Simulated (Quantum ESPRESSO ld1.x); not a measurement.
The aim is the promethium ion Pm+ in [Xe] 4f5 6s1. This ld1.x (Quantum ESPRESSO 7.5) run was made with `OMP_NUM_THREADS=1 ld1.x < ld1.in > ld1.out`. Can the result be used? Name any fault.

```
 &input
    zed=61.0,
    iswitch=1,
    rel=2,
    dft='SLA-VWN',
    config='[Xe] 4f5 6s1',
    verbosity='high',
    relpert=.true.,
    prefix='ld1',
    max_out_wfc=37,
    file_charge='ld1.rho',
 /
```

Output (excerpt):

```
     Program LD1 v.7.5 starts

 %%%%%%%%%%%%%%%%%%%%%%%%%%%%%%%%%%%%%%%%%%%%%%%%%%%%%%%%%%%%%%%%%%%%%%%%%%%%%%
     Error in routine ld1_readin (1):
     perturbative SO-splitting for AE calculations with rel=0 only
 %%%%%%%%%%%%%%%%%%%%%%%%%%%%%%%%%%%%%%%%%%%%%%%%%%%%%%%%%%%%%%%%%%%%%%%%%%%%%%

     stopping ...
```

Answer. No (refused). The line at issue: rel=2 relpert=.true.. The program stops in ld1_readin with "perturbative SO-splitting for AE calculations with rel=0 only": the perturbative correction needs rel = 0. The sound input gives -10013.473 hartree.
